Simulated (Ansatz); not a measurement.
Input file for Ansatz (a program for electronic structure): R-CCSD(T)/def2-SVP on HIOSi (SMILES O[Si]I), a point of a torsion scan. Elements past Kr take the def2 small-core potentials; no spin–orbit coupling. The run froze 15 orbitals, filled d shells among them.

Ansatz 0.2 input:
```yaml
crystal:
  periodic: [false, false, false]
  atoms:
    - {symbol: O, position_ang: [-0.97730174, 0.08299666, 0.20125076]}
    - {symbol: Si, position_ang: [0.19122925, 1.12316757, -0.16720053]}
    - {symbol: I, position_ang: [2.14502649, 0.13126805, 1.06790991]}
    - {symbol: H, position_ang: [-1.38183408, -0.72134174, -0.09946489]}
basis:
  gaussian:
    orbitals: def2-SVP
magnetization: {spin_polarized: false}
correlation: {method: ccsd_t, electrons: outside_noble_gas}
scf: {lower_state_search: off}
```

The log:

```
WARN ansatz: RAYON_NUM_THREADS=1 ignored (pool sized by the plan → 1); use --threads N
Functional definition: HF
these checks for a lower state are left out or cut short: stability, starts, cluster_reference, orbital_swaps, neighbouring_geometries, increment
integrals: 0.04 GiB planned
684 factors; integrals over basis functions are off by at most 4.7e-4 eV
mean field: 0.15 GiB planned
mean field evaluation 1: about -17982.4317 eV, gradient 3.2e1 eV
mean field evaluation 2: about -17982.4471 eV, gradient 3.2e1 eV
mean field evaluation 4: about -17984.5318 eV, gradient 2.0e0 eV
mean field evaluation 8: about -17984.5557 eV, gradient 2.1e-1 eV
mean field -17984.55620181 eV, -660.9202500465 hartree, gradient 1.5e-6 eV, S^2 0.000000; 0 other end points of the search recorded, 0 dependent functions left out
15 core orbitals not correlated
reference -17984.55620181 eV, -660.9202500465 hartree; 9, 9 occupied and 39, 39 virtual orbitals, 684 factors
second order -9.76421648 eV of doubles, -0.00000000 eV of singles
coupled cluster: 0.10 GiB planned
cycle   1  -10.08891111 eV  change   -3.2e-1 eV  update   9.2e-2
cycle   2  -10.36260034 eV  change   -2.7e-1 eV  update   3.0e-2
cycle   3  -10.44120694 eV  change   -7.9e-2 eV  update   1.8e-2
cycle   4  -10.43528545 eV  change    5.9e-3 eV  update   4.4e-3
cycle   5  -10.43357128 eV  change    1.7e-3 eV  update   1.8e-3
cycle   6  -10.43399808 eV  change   -4.3e-4 eV  update   6.9e-4
cycle   7  -10.43367078 eV  change    3.3e-4 eV  update   2.6e-4
cycle   8  -10.43368046 eV  change   -9.7e-6 eV  update   1.2e-4
cycle   9  -10.43372022 eV  change   -4.0e-5 eV  update   4.7e-5
cycle  10  -10.43370176 eV  change    1.8e-5 eV  update   2.0e-5
perturbative correction -0.27314005 eV, -0.0100377118 hartree
Total energy: -17995.26304363 eV, -661.3137192259 hartree
Checks for a lower state left out: stability, starts, cluster_reference, orbital_swaps, neighbouring_geometries, increment
```

The calculation finished and met its thresholds.

Cost: around 1.2 core-seconds (rough).
